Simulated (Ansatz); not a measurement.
Ansatz (a program for electronic structure) input (B3LYP-D3(BJ)/def2-TZVP):

Ansatz 0.2 input:
```yaml
crystal:
  periodic: [false, false, false]
  atoms:
    - {symbol: Zr, position_ang: [0.06422498, 0.21438028, 0.09000312]}
    - {symbol: F, position_ang: [1.58486189, -0.69147257, -0.44163610]}
    - {symbol: F, position_ang: [-0.81867249, -0.74462496, 1.40009749]}
    - {symbol: F, position_ang: [-1.05163377, 0.48329629, -1.35847528]}
basis:
  gaussian:
    orbitals: def2-TZVP
hamiltonian:
  xc: b3lyp
  dispersion: d3bj
total_charge: 1
phonons: {temperatures: {t_min: 298.15, t_max: 298.15, t_step: 100}}
```

Output:

```
Functional definition: B3LYP
integrals: 0.04 GiB planned
823 factors; their error is unknown
mean field: 0.41 GiB planned
mean field evaluation 1: about -9410.7019 eV, gradient 1.2e2 eV
mean field evaluation 2: about -9067.9527 eV, gradient 4.3e2 eV
mean field evaluation 4: about -9432.9058 eV, gradient 1.1e1 eV
mean field evaluation 8: about -9433.1517 eV, gradient 1.6e-1 eV
mean field evaluation 16: about -9433.1989 eV, gradient 7.5e-5 eV
mean field -9433.19890006 eV, -346.6636655255 hartree, gradient 7.3e-5 eV, S^2 0.000000; 0 other end points of the search recorded, 0 dependent functions left out
the calculation of the forces begins
reference -9433.19915716 eV, -346.6636749736 hartree; 19, 19 occupied and 114, 114 virtual orbitals, 823 factors
these checks for a lower state are left out or cut short: stability, starts, cluster_reference, orbital_swaps, neighbouring_geometries, increment
integrals: 0.04 GiB planned
823 factors; their error is unknown
mean field: 0.41 GiB planned
mean field -9433.19877730 eV, -346.6636610140 hartree, gradient 9.1e-7 eV, S^2 0.000000; 0 other end points of the search recorded, 0 dependent functions left out
the calculation of the forces begins
reference -9433.19903444 eV, -346.6636704638 hartree; 19, 19 occupied and 114, 114 virtual orbitals, 823 factors
these checks for a lower state are left out or cut short: stability, starts, cluster_reference, orbital_swaps, neighbouring_geometries, increment
integrals: 0.04 GiB planned
823 factors; their error is unknown
mean field: 0.41 GiB planned
mean field evaluation 32: about -9433.1988 eV, gradient 8.6e-7 eV
mean field -9433.19877834 eV, -346.6636610522 hartree, gradient 9.0e-7 eV, S^2 0.000000; 0 other end points of the search recorded, 0 dependent functions left out
the calculation of the forces begins
reference -9433.19903539 eV, -346.6636704986 hartree; 19, 19 occupied and 114, 114 virtual orbitals, 823 factors
these checks for a lower state are left out or cut short: stability, starts, cluster_reference, orbital_swaps, neighbouring_geometries, increment
integrals: 0.04 GiB planned
823 factors; their error is unknown
mean field: 0.41 GiB planned
mean field -9433.19879565 eV, -346.6636616885 hartree, gradient 9.0e-7 eV, S^2 0.000000; 0 other end points of the search recorded, 0 dependent functions left out
the calculation of the forces begins
reference -9433.19905269 eV, -346.6636711342 hartree; 19, 19 occupied and 114, 114 virtual orbitals, 823 factors
these checks for a lower state are left out or cut short: stability, starts, cluster_reference, orbital_swaps, neighbouring_geometries, increment
integrals: 0.04 GiB planned
823 factors; their error is unknown
mean field: 0.41 GiB planned
mean field -9433.19879477 eV, -346.6636616560 hartree, gradient 9.1e-7 eV, S^2 0.000000; 0 other end points of the search recorded, 0 dependent functions left out
the calculation of the forces begins
reference -9433.19905193 eV, -346.6636711065 hartree; 19, 19 occupied and 114, 114 virtual orbitals, 823 factors
these checks for a lower state are left out or cut short: stability, starts, cluster_reference, orbital_swaps, neighbouring_geometries, increment
integrals: 0.04 GiB planned
823 factors; their error is unknown
mean field: 0.41 GiB planned
mean field -9433.19884730 eV, -346.6636635866 hartree, gradient 9.1e-7 eV, S^2 0.000000; 0 other end points of the search recorded, 0 dependent functions left out
the calculation of the forces begins
reference -9433.19910449 eV, -346.6636730379 hartree; 19, 19 occupied and 114, 114 virtual orbitals, 823 factors
these checks for a lower state are left out or cut short: stability, starts, cluster_reference, orbital_swaps, neighbouring_geometries, increment
integrals: 0.04 GiB planned
823 factors; their error is unknown
mean field: 0.41 GiB planned
mean field -9433.19881650 eV, -346.6636624545 hartree, gradient 9.1e-7 eV, S^2 0.000000; 0 other end points of the search recorded, 0 dependent functions left out
the calculation of the forces begins
reference -9433.19907351 eV, -346.6636718995 hartree; 19, 19 occupied and 114, 114 virtual orbitals, 823 factors
these checks for a lower state are left out or cut short: stability, starts, cluster_reference, orbital_swaps, neighbouring_geometries, increment
integrals: 0.04 GiB planned
823 factors; their error is unknown
mean field: 0.41 GiB planned
mean field evaluation 64: about -9433.1988 eV, gradient 1.4e-1 eV
mean field -9433.19887008 eV, -346.6636644237 hartree, gradient 1.2e-6 eV, S^2 0.000000; 0 other end points of the search recorded, 0 dependent functions left out
the calculation of the forces begins
reference -9433.19912713 eV, -346.6636738700 hartree; 19, 19 occupied and 114, 114 virtual orbitals, 823 factors
these checks for a lower state are left out or cut short: stability, starts, cluster_reference, orbital_swaps, neighbouring_geometries, increment
integrals: 0.04 GiB planned
823 factors; their error is unknown
mean field: 0.41 GiB planned
mean field -9433.19887613 eV, -346.6636646461 hartree, gradient 1.9e-6 eV, S^2 0.000000; 0 other end points of the search recorded, 0 dependent functions left out
the calculation of the forces begins
reference -9433.19913328 eV, -346.6636740961 hartree; 19, 19 occupied and 114, 114 virtual orbitals, 823 factors
these checks for a lower state are left out or cut short: stability, starts, cluster_reference, orbital_swaps, neighbouring_geometries, increment
integrals: 0.04 GiB planned
823 factors; their error is unknown
mean field: 0.41 GiB planned
mean field -9433.19888578 eV, -346.6636650007 hartree, gradient 1.1e-6 eV, S^2 0.000000; 0 other end points of the search recorded, 0 dependent functions left out
the calculation of the forces begins
reference -9433.19914285 eV, -346.6636744477 hartree; 19, 19 occupied and 114, 114 virtual orbitals, 823 factors
these checks for a lower state are left out or cut short: stability, starts, cluster_reference, orbital_swaps, neighbouring_geometries, increment
integrals: 0.04 GiB planned
823 factors; their error is unknown
mean field: 0.41 GiB planned
mean field -9433.19889062 eV, -346.6636651785 hartree, gradient 1.6e-6 eV, S^2 0.000000; 0 other end points of the search recorded, 0 dependent functions left out
the calculation of the forces begins
reference -9433.19914775 eV, -346.6636746277 hartree; 19, 19 occupied and 114, 114 virtual orbitals, 823 factors
these checks for a lower state are left out or cut short: stability, starts, cluster_reference, orbital_swaps, neighbouring_geometries, increment
integrals: 0.04 GiB planned
823 factors; their error is unknown
mean field: 0.41 GiB planned
mean field -9433.19878575 eV, -346.6636613246 hartree, gradient 9.0e-7 eV, S^2 0.000000; 0 other end points of the search recorded, 0 dependent functions left out
the calculation of the forces begins
reference -9433.19904274 eV, -346.6636707689 hartree; 19, 19 occupied and 114, 114 virtual orbitals, 823 factors
these checks for a lower state are left out or cut short: stability, starts, cluster_reference, orbital_swaps, neighbouring_geometries, increment
integrals: 0.04 GiB planned
823 factors; their error is unknown
mean field: 0.41 GiB planned
mean field evaluation 96: about -9433.1504 eV, gradient 8.6e-5 eV
mean field -9433.19881386 eV, -346.6636623575 hartree, gradient 9.1e-7 eV, S^2 0.000000; 0 other end points of the search recorded, 0 dependent functions left out
the calculation of the forces begins
reference -9433.19907106 eV, -346.6636718094 hartree; 19, 19 occupied and 114, 114 virtual orbitals, 823 factors
these checks for a lower state are left out or cut short: stability, starts, cluster_reference, orbital_swaps, neighbouring_geometries, increment
integrals: 0.04 GiB planned
823 factors; their error is unknown
mean field: 0.41 GiB planned
mean field -9433.19889129 eV, -346.6636652029 hartree, gradient 1.4e-6 eV, S^2 0.000000; 0 other end points of the search recorded, 0 dependent functions left out
the calculation of the forces begins
reference -9433.19914837 eV, -346.6636746506 hartree; 19, 19 occupied and 114, 114 virtual orbitals, 823 factors
these checks for a lower state are left out or cut short: stability, starts, cluster_reference, orbital_swaps, neighbouring_geometries, increment
integrals: 0.04 GiB planned
823 factors; their error is unknown
mean field: 0.41 GiB planned
mean field -9433.19890212 eV, -346.6636656010 hartree, gradient 1.7e-6 eV, S^2 0.000000; 0 other end points of the search recorded, 0 dependent functions left out
the calculation of the forces begins
reference -9433.19915923 eV, -346.6636750495 hartree; 19, 19 occupied and 114, 114 virtual orbitals, 823 factors
Total energy: -9433.28991017 eV, -346.6670100852 hartree
Atom 0 at     0.064225     0.214380     0.090003 Å, force    -0.000337    -0.000820    -0.000463 eV/Å
Atom 1 at     1.584862    -0.691473    -0.441636 Å, force    -0.001140     0.000526     0.000405 eV/Å
Atom 2 at    -0.818672    -0.744625     1.400097 Å, force     0.000672     0.000566    -0.000983 eV/Å
Atom 3 at    -1.051634     0.483296    -1.358475 Å, force     0.000804    -0.000272     0.001041 eV/Å
Dipole moment:     0.266865     0.890786     0.373977 e Å
Vibrations: 136.38 179.51 179.56 750.28 755.31 755.32 cm⁻¹, zero-point energy 0.170873 eV
```

The spin state was set by rule; other spins were not relaxed.
